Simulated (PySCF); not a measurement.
Gas-phase reaction: 2 Ga2H6 + 3 C4H8 (trans-2-butene) → 4 Ga(CH3)3

Computed with PySCF and rigid-rotor harmonic-oscillator thermochemistry at 1 bar. † marks an energy on the PBE0/def2-TZVP geometry and frequencies; other levels use their own. MP2 and CCSD(T) freeze the core. 6-31G* has spherical d functions here. All species are closed-shell singlets. Ga: all electrons, no relativistic terms. Ga2H6: computed as isolated molecules; such fragments, hydroxides, amides, oligomers or adducts are transient or little studied in the gas. MP2 isn't extrapolated to the basis-set limit. CCSD(T) isn't extrapolated to the basis-set limit.

| level | ΔH°(298 K), kJ |
|---|---|
| BLYP/def2-TZVP† | ? |
| CCSD(T)/def2-SVP† | -278 |
| HF/6-31G* | -321 |
| M06-2X/def2-TZVP† | -420 |
| MP2/def2-TZVPP† | ? |
| PBE/def2-TZVP† | ? |
| PBE0/def2-SVP† | ? |
| r2SCAN/def2-TZVP† | -360 |
| ωB97M-V/def2-TZVP† | -378 |

**Question.** Fill in the missing entries.

**Answer.** 
- BLYP/def2-TZVP†, ΔH°(298 K), kJ: -333
- MP2/def2-TZVPP†, ΔH°(298 K), kJ: -449
- PBE/def2-TZVP†, ΔH°(298 K), kJ: -355
- PBE0/def2-SVP†, ΔH°(298 K), kJ: -330
